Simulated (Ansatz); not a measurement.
Gas-phase electronic energies from Ansatz, PBE0-D4/def2-TZVP geometries. CCSD(T)/CBS is the MP2 limit (def2-TZVPP, def2-QZVPP) plus CCSD(T) − MP2 in def2-TZVPP, frozen cores. This one scheme is used for every species. Functionals use def2-TZVPP. HSE06 is defined as in plane-wave codes. For Ge outer-core shells are correlated without core-valence functions, which leaves a few kJ/mol of doubt a bond. Scalar relativity is left out up to krypton. One conformer a species, not always the lowest.

Consider the ligand exchange at a Ge–S bond: `[CH3][GeH2][SH]` + CH₃SH → `C[S][GeH2][CH3]` + H₂S.

`[CH3][GeH2][SH]`:

Z-matrix (Å, degrees):
```
C
Ge 1 1.945
H 1 1.090 2 110.0
H 1 1.091 2 110.0 3 119.9
H 1 1.090 2 110.0 3 -120.1
S 2 2.231 1 105.6 3 60.1
H 2 1.541 1 111.7 3 178.9
H 2 1.541 1 111.7 3 -58.7
H 6 1.343 2 95.0 1 -179.9
```

CH₃SH:

Z-matrix (Å, degrees):
```
C
S 1 1.806
H 1 1.089 2 111.5
H 1 1.089 2 111.5 3 -123.8
H 1 1.090 2 106.2 3 118.1
H 2 1.342 1 97.1 3 61.9
```

`C[S][GeH2][CH3]`:

Cartesian coordinates in Å:
```
C 1.757 -0.880 0.678
S 0.860 0.410 1.583
Ge -1.103 0.281 0.557
C -0.958 0.814 -1.315
H 2.745 -0.955 1.133
H 1.258 -1.846 0.768
H 1.879 -0.622 -0.374
H -2.032 1.224 1.339
H -1.612 -1.173 0.655
H -1.936 0.760 -1.796
H -0.584 1.836 -1.380
H -0.274 0.153 -1.847
```

H₂S:

```xyz
3

S     0.428   -0.440    0.082
H     0.476    0.897   -0.017
H    -0.904   -0.457   -0.066
```

| level | ΔE (kcal/mol) | difference from CCSD(T)/CBS |
| --- | --- | --- |
| r2SCAN-D4 | 0.1 | 0.4 |
| BHLYP-D4 | 0.2 | 0.5 |
| ωB97X-V | 0.3 | 0.6 |
| BLYP | 1.1 | 1.4 |
| HSE06 | 0.9 | 1.2 |
| RPA@PBE/def2-TZVPP | 0.0 | 0.3 |
| HF/def2-SVP | 1.7 | 2.0 |
| SCS-MP2/def2-TZVPP | 0.0 | 0.3 |
| MP2/def2-QZVPP | -0.4 | -0.1 |
| SCS-MP2/def2-QZVPP | 0.0 | 0.3 |
| CCSD(T)/CBS | -0.3 | 0 |

Largest T1 diagnostic among the species: 0.010.

Leaving LDA and LC-ωPBE aside and taking each functional with its dispersion term where it has one, the values, not all of them listed here, spread over 0.9 kcal/mol, from revPBE-D4 to B2PLYP. LDA lies −0.8 kcal/mol from PBE without D4. The D4 term adds −1.2 kcal/mol with B3LYP and −0.7 kcal/mol with PBE0; it sums over pairs of atoms, weighted by their polarisabilities, and B3LYP, whose exchange is more repulsive, gets the larger term.

B3LYP here is the variant with VWN-RPA as its local correlation; programs differ in this.
